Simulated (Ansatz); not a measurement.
One change: `[OH][In]([OH])[SH]` becomes `C[O][In]([OH])[SH]`.

Ansatz, PBE0-D4/def2-TZVP geometries, multiplicity 1. Each molecule was computed in one conformer, which needn't be the lowest.

Elements past krypton have def2 core potentials.

| property | `[OH][In]([OH])[SH]` |
| --- | --- |
| size of the dipole moment (PBE/def2-TZVPP) / D | 0.75 |
| HOMO energy (ωB97M-V/def2-TZVPP) / eV | -10.07 |
| size of the dipole moment (B3LYP/def2-TZVPP) / D | 0.88 |
| HOMO energy (PBE/def2-TZVPP) / eV | -6.56 |
| LUMO energy (B3LYP/def2-TZVPP) / eV | -2.13 |
| LUMO energy (PBE0/def2-TZVPP) / eV | -1.79 |

**Question.** Give the same properties after the change, and the shifts. (An estimate is asked.)

**Answer.** The calculation gave: 
| property | `C[O][In]([OH])[SH]` | shift |
| --- | --- | --- |
| size of the dipole moment (PBE/def2-TZVPP) / D | 0.63 | -0.12 |
| HOMO energy (ωB97M-V/def2-TZVPP) / eV | -9.89 | 0.18 |
| size of the dipole moment (B3LYP/def2-TZVPP) / D | 0.77 | -0.11 |
| HOMO energy (PBE/def2-TZVPP) / eV | -6.09 | 0.47 |
| LUMO energy (B3LYP/def2-TZVPP) / eV | -2.09 | 0.04 |
| LUMO energy (PBE0/def2-TZVPP) / eV | -1.77 | 0.02 |

Dipoles are sizes alone; their direction can turn.

B3LYP here is the variant with VWN-RPA as its local correlation; programs differ in this.
